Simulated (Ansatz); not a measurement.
Relaxation of CH11NSi2 (15 atoms, charge 0, multiplicity 1), to a largest force component of 0.03 eV/Å in at most 50 steps.

Computed with RKS PBE-D4/6-31G* in Ansatz 0.2.0.

```xyz
15
Properties=species:S:1:pos:R:3
Si -1.308 0.173 -0.360
C -1.121 -0.451 1.402
H -0.658 -0.815 -1.310
H -2.755 0.224 -0.773
N -0.746 1.831 -0.438
H 1.103 -0.495 0.551
Si 2.101 -0.716 -0.479
H -0.375 0.133 1.969
H -2.084 -0.350 1.938
H -0.825 -1.515 1.438
H -0.942 2.349 -1.297
H 0.217 2.013 -0.148
H 1.861 0.188 -1.653
H 2.064 -2.154 -0.923
H 3.469 -0.414 0.083
```

Where does it end, and by what steps?

The run converged. The force dipped under the threshold on the way, but the program's further checks kept it going. After 12 steps the energy has fallen by 0.192 eV; H10 moved furthest, 1.10 Å.

```json
{"step": "0", "energy less start (eV)": "0.0000", "largest force component (eV/Å)": "0.899", "accepted": "yes"}
{"step": "1", "energy less start (eV)": "-0.1083", "largest force component (eV/Å)": "0.226", "accepted": "yes"}
{"step": "2", "energy less start (eV)": "-0.1395", "largest force component (eV/Å)": "0.168", "accepted": "yes"}
{"step": "3", "energy less start (eV)": "-0.1584", "largest force component (eV/Å)": "0.171", "accepted": "yes"}
{"step": "4", "energy less start (eV)": "-0.1632", "largest force component (eV/Å)": "0.467", "accepted": "yes"}
{"step": "5", "energy less start (eV)": "-0.1738", "largest force component (eV/Å)": "0.171", "accepted": "yes"}
{"step": "6", "energy less start (eV)": "-0.1831", "largest force component (eV/Å)": "0.100", "accepted": "yes"}
{"step": "7", "energy less start (eV)": "-0.1838", "largest force component (eV/Å)": "0.170", "accepted": "yes"}
{"step": "8", "energy less start (eV)": "-0.1856", "largest force component (eV/Å)": "0.290", "accepted": "yes"}
{"step": "9", "energy less start (eV)": "-0.1900", "largest force component (eV/Å)": "0.065", "accepted": "yes"}
{"step": "10", "energy less start (eV)": "-0.1910", "largest force component (eV/Å)": "0.013", "accepted": "yes"}
{"step": "11", "energy less start (eV)": "-0.1915", "largest force component (eV/Å)": "0.029", "accepted": "yes"}
{"step": "12", "energy less start (eV)": "-0.1918", "largest force component (eV/Å)": "0.029", "accepted": "yes"}
```

```xyz
15
Properties=species:S:1:pos:R:3
Si -1.416 0.104 -0.298
C -1.519 -0.447 1.502
H -0.600 -0.930 -1.050
H -2.770 0.131 -0.950
N -0.821 1.751 -0.373
H 1.809 -0.199 0.619
Si 2.509 -0.620 -0.640
H -0.523 -0.444 1.978
H -2.175 0.225 2.078
H -1.917 -1.473 1.575
H -0.948 2.242 -1.260
H 0.127 1.918 -0.029
H 2.114 0.298 -1.756
H 2.140 -2.030 -0.976
H 3.990 -0.524 -0.420
```

The run took 31 s on 2 threads of Arm Neoverse V1, with other jobs on the host, peak memory 0.14 GiB.
